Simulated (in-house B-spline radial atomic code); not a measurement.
Values are calculated unless marked as measured or tabulated.
# Two electrons in Ge: a Gaussian well −V exp(−r²/w²) with V = 81 meV and w = 49.8 nm

For Ge the NSM archive of the Ioffe Institute lists m_l = 1.6 m0, m_t = 0.08 m0 and ε = 16.2; the model takes one isotropic valley with the conductivity mass 3/(1/m_l + 2/m_t) = 0.117 m0, and so misses anisotropy and the other valleys. All triplets below are those of one valley; with several valleys two electrons can form a triplet in the 1s orbital itself, at an energy set by the valley splitting.

Effective-mass model with parabolic bands, a uniform dielectric constant, no image charges, no central-cell or spin-orbit terms. Two-electron levels come from full CI in B-splines with partial waves to l = 5 (up to 0.001 effective hartree above the limit).

Q: What are the effective units, and what is the potential in them?

A: Ha* = 27211.386 meV × 0.117/16.2² = 12.13 meV and a* = 0.0529177 nm × 16.2/0.117 = 7.327 nm. V = 6.68 Ha* and w = 6.8 a*.

In these units the lowest s and p orbitals lie at -5.894169 and -5.384256, and their Coulomb and exchange integrals are J_ss = 0.570967, J_sp = 0.472081 and K_sp = 0.09358. Full CI gives -11.282390 for the ground singlet, -10.916785 for the sp triplet, -10.777594 for the sp singlet and -10.441239 for the lowest triplet of two s orbitals.

Q: What does it cost to add the second electron, to first order and exactly?

A: To first order E = 2ε_s + J_ss = -11.217371, so the charging energy E(2) − 2E(1) is J_ss = 6.927 meV. CI gives -11.282390 − 2 × (-5.894169) = 0.505948, or 6.138 meV: relaxation and correlation lower it by 0.7888 meV, 11.4 % of J_ss. The s² configuration of one-electron orbitals holds 95.2 % of the state, and the mean radius is 12.7 nm. The second electron is bound by ε_s − E = 65.37 meV, against 71.5 meV for the first.

Q: How far above the singlet do the triplets lie?

A: To first order the sp triplet lies at ε_s + ε_p + J_sp − K_sp = -10.899920, which is 3.851 meV above 2ε_s + J_ss. CI gives -10.916785 − (-11.282390) = 0.365605, or 4.435 meV, 72 % of the orbital spacing of 6.186 meV. The ss triplet lies 10.2 meV up, so the lower of the two is the sp one, and its gap equals k_BT at 51.5 K. The sp singlet-triplet splitting is 1.689 meV, against 2K_sp = 2.27 meV.
